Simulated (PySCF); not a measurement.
Shieldings and the share of exact exchange

Molecule: SMILES ClB(Cl)Cl, BCl3.

Geometry:
```json
{"atom": "Cl1", "x (Å)": "-0.795", "y (Å)": "-1.557", "z (Å)": "0.006"}
{"atom": "B2", "x (Å)": "0.025", "y (Å)": "-0.020", "z (Å)": "-0.021"}
{"atom": "Cl3", "x (Å)": "-0.893", "y (Å)": "1.461", "z (Å)": "-0.028"}
{"atom": "Cl4", "x (Å)": "1.766", "y (Å)": "0.035", "z (Å)": "-0.033"}
```

GIAO shieldings (ppm, equivalent atoms averaged) in PySCF on the PBE0-D3(BJ)/def2-SVP geometry, basis pcSseg-2, gas phase, non-relativistic:

```csv
functional,exact exchange (%),σ(Cl1/Cl3/Cl4),σ(B2)
BLYP,0,610.6,37.7
BP86,0,615.5,42.7
PBE,0,614.7,42.1
B3LYP,20,641.3,41.3
mPW1PW91,25,653.4,46.1
BHandHLYP,50,683.4,47.4
HF,100,748.4,60.8
```

(1) Fit each shielding as a line in the percentage of exact exchange.

(2) What does the line predict for PBE0 (25 %), and what does the run give?

Results:

(1) σ(Cl1/Cl3/Cl4) = 614.8 + 1.35 x (rms 2.5 ppm); σ(B2) = 40.0 + 0.19 x (rms 2.2 ppm). The functionals also differ in their semilocal parts, which the line can't hold; Hartree–Fock has no correlation at all.

(2) σ(Cl1/Cl3/Cl4): 648.5 predicted, 653.7 computed; σ(B2): 44.8 predicted, 46.3 computed ppm.
